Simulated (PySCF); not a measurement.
Computed vibrations of [YbH3(NH3)]−

[YbH3(NH3)]− (singlet). PySCF 2.14.0, RKS PBE0, Yb def2-SVP with ECP28, H def2-SVP, N def2-SVP; non-relativistic Hamiltonian with scalar-relativistic core potentials where named; density fitting; no spin-orbit coupling. Central differences of gradients.

```xyz
8

Yb    0.1305   -0.1305    0.1305
H     1.1112    1.5941    1.1112
H    -1.5941   -1.1112    1.1112
H     1.1112   -1.1112   -1.5941
N    -1.3338    1.3338   -1.3338
H    -1.9311    1.9311   -0.7642
H    -0.7642    1.9311   -1.9311
H    -1.9311    0.7642   -1.9311
```

Run from Python with OMP_NUM_THREADS=2. Where DIIS fails, smearing, a level shift and second-order steps follow.
It took 62 s on 2 threads of AMD EPYC 9R45 96-Core Processor (Zen 5) (shared host).

Question: What are the harmonic wavenumbers and infrared intensities?

Answer: Modes are labelled in C3v; negative numbers are unstable modes, those under 60 cm⁻¹ near the noise; a finer grid moves soft modes by up to 10 cm⁻¹.
```csv
cm⁻¹,km/mol,symmetry
-9,–,e
-9,–,e
76,0.0,a2
237,54.2,a1
345,1074.3,a1
394,221.6,e
394,221.6,e
467,299.9,e
467,299.9,e
971,898.3,e
971,898.3,e
1038,187.2,a1
1057,0.2,a1
1616,22.4,e
1616,22.4,e
3504,0.1,a1
3651,18.1,e
3651,18.1,e
```

Question: Is this a minimum?

Answer: Yes, within the noise of the softest modes.
